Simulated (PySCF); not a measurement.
**Ions at one geometry of [Hg(NH3)3]2+**

PySCF 2.14.0, RKS PBE0, Hg def2-SVP with ECP60, N def2-SVP, H def2-SVP; non-relativistic Hamiltonian with scalar-relativistic core potentials where named; density fitting; no spin-orbit coupling; singlets restricted, open shells unrestricted. The geometry is relaxed for charge +2, singlet, vacuum:

```xyz
13

Hg    0.0000    0.0000    0.0000
N     2.2506    0.0023    0.0000
H     2.6427   -0.4736    0.8215
H     2.6427   -0.4736   -0.8215
H     2.6498    0.9480    0.0000
N    -1.1273    1.9479    0.0000
H    -0.9112    2.5254    0.8215
H    -0.9112    2.5254   -0.8215
H    -2.1458    1.8208    0.0000
N    -1.1233   -1.9503    0.0000
H    -1.7315   -2.0518    0.8215
H    -1.7315   -2.0518   -0.8215
H    -0.5039   -2.7687    0.0000
```

Energies count from the relaxed state; an electron taken off or put on is at rest in vacuum. Charges and spins are Mulliken's.

| state | energy (eV) | spin squared | charge on Hg1 (e) | spin on Hg1 (e) | dipole about the centre of mass (D) |
| --- | --- | --- | --- | --- | --- |
| charge +2, singlet, vacuum | 0.00 | 0.00 | 0.85 | 0.00 | 0.00 |
| charge +1, doublet, vacuum | -9.36 | 0.75 | 0.25 | 0.65 | 0.00 |

Problem. What does the state charge +3, doublet, vacuum give?

Solution. energy (eV) 20.81, spin squared 0.76, charge on Hg1 (e) 1.03, spin on Hg1 (e) 0.08, dipole about the centre of mass (D) 2.09.

With an electron taken off (doublet) the charges change, summed by element, by Hg +0.18 e, N +0.33 e, H +0.49 e. The vertical ionisation energy is 20.81 eV, against −ε(HOMO) = 18.71 eV of the relaxed state. The level lies 2.1 eV too high, as is usual for semilocal functionals and global hybrids, which keep a self-interaction error.

With an electron put on (doublet) the charges change, summed by element, by Hg -0.59 e, N +0.15 e, H -0.55 e. The vertical electron affinity is 9.36 eV, against −ε(LUMO) = 11.35 eV of the relaxed state.

Open shells may have lower solutions than those found.

A frequency check found unstable modes (3, the lowest at -42 cm⁻¹), so the relaxed geometry is probably a saddle point.
